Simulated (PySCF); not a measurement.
Ionisation energy of Ga by level of theory

Ga [Ar] 3d10 4s2 4p1 (2P) → Ga⁺ [Ar] 3d10 4s2 (1S), as a difference of total energies. Calculation: PySCF 2.14, in aug-cc-pVDZ-PP with ECP10MDF; scalar relativity through the core potential. Correlated levels: valence: 3s2 3p6 3d10 frozen. The calculations carry no spin-orbit coupling.

```csv
method,ionisation energy (eV)
UHF,5.521
M06-2X,5.804
PBE0,5.946
MP2 (valence),5.673
SCS-MP2 (valence),5.651
CCSD (valence),5.738
CCSD(T) (valence),5.753
```

How much does correlation contribute at CCSD(T) (valence)?

5.753 − (5.521) = 0.232 eV, measured against UHF.

Errors of the correlated levels include the incompleteness of this basis and the frozen core.

For comparison: 5.931 eV (measured; NIST levels, between the centres of gravity of the two terms).
